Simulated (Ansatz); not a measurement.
C2H7AlS (SMILES [CH3][Al]([CH3])[SH]), singlet, at a GFN2-xTB geometry (such geometries of metal compounds can be far from the true shape), atoms displaced at random by about 0.08 Å a coordinate; R2SCAN/6-31G, gradient in Ansatz (an electronic-structure program).

Ansatz was given this input:
Ansatz 0.2 input:
```yaml
crystal:
  periodic: [false, false, false]
  atoms:
    - {symbol: Al, position_ang: [-0.29262871, 0.24402270, -0.16053174]}
    - {symbol: C, position_ang: [-2.09650260, -0.74292445, -0.46799214]}
    - {symbol: H, position_ang: [-2.12439998, -1.58341002, -0.48632967]}
    - {symbol: H, position_ang: [-2.47394004, -0.35720835, -1.54992385]}
    - {symbol: H, position_ang: [-2.68681097, -0.52129171, 0.25011403]}
    - {symbol: C, position_ang: [0.22564770, 2.31484138, -0.34197533]}
    - {symbol: H, position_ang: [1.09749092, 2.20177405, -1.08415690]}
    - {symbol: H, position_ang: [0.55899384, 2.51098680, 0.61165200]}
    - {symbol: H, position_ang: [-0.62401605, 2.65199038, -0.74401413]}
    - {symbol: S, position_ang: [1.28356277, -1.05850933, 0.53358386]}
    - {symbol: H, position_ang: [2.06961157, -0.08573238, 0.75731565]}
basis:
  gaussian:
    orbitals: 6-31G
hamiltonian:
  xc: r2scan
output: {forces: true}
```

What the program printed (banner, timings and long lists left out):

```
Functional definition: r2SCAN
756 factors; integrals over basis functions are off by at most 2.3e-4 eV
mean field evaluation 1: about -19600.0686 eV, gradient 7.1e1 eV
mean field evaluation 2: about -19589.5247 eV, gradient 8.6e1 eV
mean field evaluation 4: about -19613.0785 eV, gradient 3.6e0 eV
mean field evaluation 8: about -19613.1058 eV, gradient 1.2e-1 eV
mean field -19613.10587610 eV, -720.7683467062 hartree, gradient 3.8e-5 eV, S^2 0.000000; 0 other end points of the search recorded, 0 dependent functions left out
the calculation of the forces begins
reference -19613.10588746 eV, -720.7683471234 hartree; 24, 24 occupied and 34, 34 virtual orbitals, 756 factors
Total energy: -19613.10588746 eV, -720.7683471234 hartree
Atom 0 at    -0.292629     0.244023    -0.160532 Å, force    -2.052464     0.760945    -0.690433 eV/Å
Atom 1 at    -2.096503    -0.742924    -0.467992 Å, force     4.689429    18.133708    -6.664460 eV/Å
Atom 2 at    -2.124400    -1.583410    -0.486330 Å, force     0.541988   -19.166407    -0.918751 eV/Å
Atom 3 at    -2.473940    -0.357208    -1.549924 Å, force     0.448179    -0.641753     2.635301 eV/Å
Atom 4 at    -2.686811    -0.521292     0.250114 Å, force    -4.748472     2.703717     4.999503 eV/Å
Atom 5 at     0.225648     2.314841    -0.341975 Å, force     3.416031    -5.522242    -1.799902 eV/Å
Atom 6 at     1.097491     2.201774    -1.084157 Å, force    -1.217494     0.721742     0.969409 eV/Å
Atom 7 at     0.558994     2.510987     0.611652 Å, force     0.543222     1.387933     2.189890 eV/Å
Atom 8 at    -0.624016     2.651990    -0.744014 Å, force    -3.183260     2.456545    -1.344025 eV/Å
Atom 9 at     1.283563    -1.058509     0.533584 Å, force    -0.869425    -3.142554    -0.044442 eV/Å
Atom 10 at     2.069612    -0.085732     0.757316 Å, force     2.432267     2.308366     0.667912 eV/Å
Dipole moment:    -0.185114     0.424190    -0.089816 e Å
```
